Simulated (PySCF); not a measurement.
Hf(H)3(SH) (H₄HfS), SMILES [SH][HfH3], multiplicity 1. The structure is a stationary point at PBE0-D3(BJ)/def2-TZVP. The spin state was assumed, not searched. The def2 effective core potentials stand for the cores of Hf; spin–orbit coupling is left out.

These are PBE0-D3(BJ)/def2-TZVP in PySCF values and carry that method's errors.

Harmonic wavenumbers (cm⁻¹): 120, 276, 349, 357, 506, 573, 636, 649, 1707, 1712, 1755, 2631. Rotational constants (GHz): 45.80, 2.992, 2.958; symmetry number 1.

Question: Work out the zero-point energy and the ideal-gas rigid-rotor harmonic-oscillator thermochemistry at 298.15 K and 1 atm.

Answer: ZPE = ½ Σ hcν = ½ × 11271 cm⁻¹ = 16.11 kcal/mol. H − E(el) = 20.08 kcal/mol. Entropy in cal/(mol K): translation 41.99, rotation 24.19, vibration 8.89, total 75.07. G − E(el) = -2.30 kcal/mol. Cp = 19.05 cal/(mol K). Modes under 150 cm⁻¹ make the vibrational entropy uncertain.
